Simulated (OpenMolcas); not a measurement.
Pt2+ with its 6 nearest fluoride ions at 2.134 Å, on the Y site of Cs2NaYF6 (a = 9.075 Å, distance in the model lattice 2.178 Å). The rest of the host is ab initio model potentials to 7.6 Å, with orthogonalisation functions on the cations behind the ligands, and point charges beyond; the distance is set by hand and nothing relaxes, and no local charge compensation is placed. Ligand basis ANO-RCC-VDZP.
```
Pt    0.0000    0.0000    0.0000
F     2.1340    0.0000    0.0000
F     0.0000    2.1340    0.0000
F    -2.1340    0.0000    0.0000
F     0.0000   -2.1340    0.0000
F     0.0000    0.0000    2.1340
F     0.0000    0.0000   -2.1340
```

```yaml
Program: OpenMolcas
Method: CASSCF
Basis: ANO-RCC-VTZP [8s7p5d3f1g]
Scalar_Hamiltonian: DKH2, point nucleus
Active_space: 8 electrons in 5 orbitals (5d)
State_averaging: 2S+1 = 3 even, 10 roots; 2S+1 = 1 even, 15 roots
Spin-orbit_coupling: state interaction with AMFI integrals over the reference wave functions
```

Question: What is the spin-free ground state (labels of O, the rotations of Oh)?

Answer: 3A2, 1-fold in its orbital part; it has the highest spin that d8 allows.

Question: Where is the first state of the same spin?

Answer: 3T2 at 16800 cm-1 above the ground state.

Question: What are the lowest two levels with spin-orbit coupling?

Answer: A 3-fold level T2, then a 2-fold level E 10225 cm-1 above it. Their leading multiplicities are 3 (98 %) and 1 (65 %).

Question: What is χT at 300 K, and how does it compare with the textbook value?

Answer: The lowest level has 2S+1 = 3, for which the spin-only value is χT = S(S+1) / 2 = 1.000 cm3 K/mol (g = 2). The computed 1.738 at 300 K differs by +0.738, through orbital momentum, spin-orbit coupling and any other state in reach.

Question: Which ligand-field parameters describe the states?

Answer: A least-squares ligand-field fit to the states below 45000 cm-1, each weighted by its degeneracy and with a free common offset, gives 10Dq = 16769 cm-1, B = 791 cm-1 and C = 3173 cm-1 (C/B = 4.01), with an rms deviation of 49 cm-1. The same method and metal basis give the free ion B = 865 cm-1 (fit to its terms below 60000 cm-1, rms deviation 8 cm-1), so the nephelauxetic ratio is β = 791 / 865 = 0.91; it hangs on how both fits weigh the states, and computed free-ion B values tend to be too large, so β mixes covalency with correlation.

Without dynamic correlation the repulsion within the d shell is too large (B by tens of per cent), so at a given field states of lower spin stand too high. Real 4d8 and 5d8 ions are as a rule square planar and diamagnetic. With metal d orbitals alone the field can be off either way by tens of per cent. Ligand-to-metal charge-transfer states are missing. With no ligand orbital active B as a rule stays too high, so bands that hang on it stand too high and its fall with covalency is understated. No measured value stands beside these numbers; the geometry was set by hand and not optimised.
